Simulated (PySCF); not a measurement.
Ligand exchange on a metal centre used in film growth or etching (Nb Cl-F). Gas-phase values, no solvent.

Level of theory: TPSSh-D3(BJ)/def2-TZVP // PBE-D3(BJ)/def2-SVP run with PySCF. All candidates: neutral, multiplicity 1. 

| Quantity | Value |
|---|---|
| dipole moment | 1.36 D |
| HOMO–LUMO gap | 6.29 eV |
| LUMO | -3.88 eV |

### Question
Identify which member has these values.
A. [Nb(Cl)2(F)3]
B. [Nb(Cl)3(F)2]
C. [Nb(Cl)(F)4]
D. [Nb(F)5]

### Answer
C, [Nb(Cl)(F)4]. The others give [Nb(Cl)2(F)3]: 0.67 D, 5.15 eV, -4.35 eV; [Nb(Cl)3(F)2]: 0.00 D, 5.10 eV, -4.25 eV; [Nb(F)5]: 0.00 D, 7.13 eV, -4.04 eV
